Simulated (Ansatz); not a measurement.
`C=[CH][SnH2][Cl]` + `C[SeH]` → `C[Se][SnH2][Cl]` + `C=C` at 700 K and 1 bar (ligand exchange at the Sn–C bond).

Program: Ansatz. Geometries: PBE0-D4/def2-TZVP. ΔE: electronic, gas phase. CBS: MP2 limit from def2 TZ/QZ plus the TZ coupled-cluster correction, frozen cores. This one scheme is used for every species. def2 core potentials past Kr. For Se, Sn outer-core shells are correlated without core-valence functions, which leaves a few kJ/mol of doubt a bond. Scalar relativity is left out up to krypton. One conformer a species, not always the lowest.

| species | CCSD(T)/CBS energy (Eh) | H − E (kJ/mol) | S (J/(mol·K)) |
| --- | --- | --- | --- |
| `C=[CH][SnH2][Cl]` | -752.92130 | 219.3 | 454.7 |
| `C[SeH]` | -2441.15625 | 157.6 | 325.3 |
| `C[Se][SnH2][Cl]` | -3115.63330 | 215.3 | 498.3 |
| `C=C` | -78.48111 | 168.9 | 268.4 |

H − E and S are ideal-gas, rigid-rotor, harmonic terms from PBE0-D4/def2-TZVP, for one conformer and one mirror image of each species. 1 Eh = 2625.50 kJ/mol, R = 8.31446 J/(mol·K).

Task: By hand: ΔE, ΔH, ΔS and ΔG.

Result: ΔE = (-3115.63330) + (-78.48111) − (-752.92130) − (-2441.15625) = -0.03686 Eh = -96.8 kJ/mol. Δ(H − E) = 215.3 + 168.9 − 219.3 − 157.6 = 7.3, so ΔH = -89.5 kJ/mol. ΔS = 498.3 + 268.4 − 454.7 − 325.3 = -13.3 J/(mol·K). ΔG = -89.5 − 700 × (-13.3)/1000 = -80.2 kJ/mol.

Task: By hand: the equilibrium constant, and the temperature at which ΔG would vanish if ΔH and ΔS stayed fixed.

Result: log₁₀ K = −ΔG/(RT ln 10) = 6.0. ΔG = 0 at ΔH/ΔS = 6729 K, far beyond where these terms or the molecules hold.

The number of gas molecules stays the same, so ΔS is small and ΔH decides. A doubt of 5 kJ/mol in ΔE shifts log₁₀ K by 0.4 here. Other conformers and mirror images would add mixing entropy, several J/(mol·K) or more a flexible species. Modes under 60 cm⁻¹, often nearly free rotors, make the harmonic entropy too high. These are equilibria of isolated gas molecules and say nothing of rates. Largest T1 diagnostic: 0.012 (customary marks: 0.02 for closed shells, 0.045 for open ones).
